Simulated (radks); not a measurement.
Task: These are the eigenvalues of the occupied orbitals of an atom or ion with whole-number occupations (eV). Calculated with a radial shooting solver on a logarithmic mesh with Libxc functionals: non-relativistic Kohn-Sham, PBEsol, spin-polarised, spherical densities, point nucleus.

| orbital | eigenvalue |
|---|---|
| 1s up | -3543.942 |
| 1s down | -3543.362 |
| 2s up | -392.4303 |
| 2s down | -391.8983 |
| 2p up | -322.4745 |
| 2p down | -321.7362 |
| 3s up | -73.1160 |
| 3s down | -70.1987 |
| 3p up | -55.8849 |
| 3p down | -53.0944 |

Which element is it, and in what charge state? The configuration may be excited. Open shells, if any, are filled with parallel spins first.

Result: Z = 19, potassium, charge +3: K3+ in [Ne] 3s2 3p4. The list shows which subshells hold electrons but not how many an open one holds; the 1s level, -130.24 hartree, gives Z - s = 16.1 by -(Z - s)^2/2, which with screening narrows Z to a few neighbours, and the depths of the outer levels then fix element, charge and occupations together.
